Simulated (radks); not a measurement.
Question: These are the eigenvalues of the occupied orbitals of an atom or ion with whole-number occupations (eV). Method: scalar-relativistic Kohn-Sham, r2SCAN, spin-unpolarised, spherical densities, finite nucleus; meta-GGA in the generalised Kohn-Sham scheme; Fermi nuclear charge, rms radius of each element as measured or else 0.836 A^(1/3) + 0.57 fm; computed with a radial shooting solver on a logarithmic mesh with Libxc functionals.

1s: -1312.791
2s: -118.9161
2p: -84.3711
3s: -22.6127

Which element is it, and in what charge state? The configuration may be excited.

Answer: Z = 12, magnesium, charge +2: Mg2+ in [He] 2s2 2p5 3s1. The list shows which subshells hold electrons but not how many an open one holds; the 1s level, -48.244 hartree, gives Z - s = 9.8 by -(Z - s)^2/2, which with screening and relativity narrows Z to a few neighbours, and the depths of the outer levels then fix element, charge and occupations together.
